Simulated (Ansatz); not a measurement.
Stretching the O6–H7 bond in CH4OSn (SMILES [CH3][Sn][OH]) (multiplicity 1 held, fragments rigid). Energies count from the point at 0.963 Å.
Geometry at that point (charge 0, multiplicity 1):
| atom | x (Å) | y (Å) | z (Å) |
|---|---|---|---|
| Sn | 0.0224 | -0.0636 | 0.3886 |
| C | 0.4195 | 1.6072 | -0.9817 |
| H | -0.2020 | 2.4693 | -0.7259 |
| H | 0.2008 | 1.2878 | -2.0005 |
| H | 1.4642 | 1.9210 | -0.9117 |
| O | -0.5375 | -1.2505 | -1.1305 |
| H | -0.7986 | -2.1366 | -0.8572 |

Signs of static correlation in def2-SVP, with CASSCF(4,3), from Ansatz (an electronic-structure program) runs.

```
R (Å)  T1 of restricted CCSD  ⟨S²⟩ of UHF  largest double amplitude of restricted CCSD  weight of the CASSCF reference in MRCISD  CASSCF natural occupations
-----  ---------------------  -----------  -------------------------------------------  ----------------------------------------  --------------------------
0.771                  0.018        0.000                                        0.065                                     0.888              2.00 1.99 0.01
0.867                  0.018        0.000                                        0.065                                     0.887              2.00 1.99 0.01
0.963                  0.019        0.000                                        0.065                                     0.886              2.00 1.98 0.02
1.060                  0.020        0.000                                        0.065                                     0.886              2.00 1.97 0.03
1.156                  0.021        0.000                                        0.064                                     0.885              2.00 1.96 0.04
1.301                  0.022        0.000                                        0.064                                     0.884              2.00 1.93 0.07
1.445                  0.024        0.347                                   (withheld)                                     0.884              2.00 1.88 0.12
1.686                  0.027        0.756                                        0.139                                     0.884              2.00 1.76 0.24
1.927                  0.031        0.908                                        0.277                                     0.885              2.00 1.60 0.40
2.216                  0.036        0.975                                   (withheld)                                     0.885              2.00 1.41 0.59
2.601                  0.042        1.004                                        0.396                                     0.884              2.00 1.22 0.78
3.083                  0.052        1.012                                        0.623                                     0.884              2.00 1.10 0.90
```

**Question.** What belongs in the gaps?

**Answer.** 
- 1.445, largest double amplitude of restricted CCSD: 0.079
- 2.216, largest double amplitude of restricted CCSD: 0.326

Doubts at one or more of the structures used: active orbitals that take no part (SC-NEVPT2 on CASSCF(4,3)/def2-SVP); a restricted determinant that unrestricted orbitals would lower (R-CCSD(T)/def2-SVP); other coupled-cluster roots lie near (R-CCSD(T)/def2-SVP); T1 above 0.05 (R-CCSD(T)/def2-SVP, U-CCSD(T)/def2-SVP); a spin-contaminated determinant (U-CCSD(T)/def2-SVP).
